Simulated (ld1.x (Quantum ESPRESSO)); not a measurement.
## Transferability test, TM semilocal potential for Ru

```json
{"Element": "Ru", "Generator": "ld1.x (Quantum ESPRESSO) 7.5", "Type": "norm-conserving Troullier–Martins (semilocal form)", "Functional": "PBE", "Relativity": "scalar-relativistic", "Frozen core": "[Ar] 3d10", "Valence charge": "16", "Reference configuration": "4s2 4p6 4d7 5s0 5p0 (charge +1)", "Partial waves": "4s (bound): rc 1.10 bohr; 4p (bound): rc 1.65 bohr; 4d (bound): rc 2.15 bohr", "Local potential": "the d channel", "Core correction": "a·sin(br)/r model core inside 1.14 bohr"}
```

Energies are relative to the spin-unpolarised reference configuration 4s2 4p6 4d7 5s0 5p0; without spin polarisation the order of configurations can differ from experiment.

| valence configuration | charge | ΔE all-electron (eV) | error AE − PS (meV) |
| --- | --- | --- | --- |
| 4s2 4p6 4d7 5s1 5p0 | 0 | -7.292 | +79 |
| 4s2 4p6 4d6 5s0 5p0 | +2 | 18.186 | -5.9 |
| 4s2 4p6 4d5 5s0 5p0 | +3 | 48.809 | -11 |
| 4s2 4p6 4d6 5s2 5p0 | 0 | -5.592 | +199 |
| 4s2 4p5 4d7 5s1 5p0 | +1 | 45.098 | +44 |
| 4s2 4p6 4d6 5s1 5p0 | +1 | 2.820 | +124 |
| 4s2 4p6 4d6 5s1 5p1 | 0 | -1.639 | +200 |
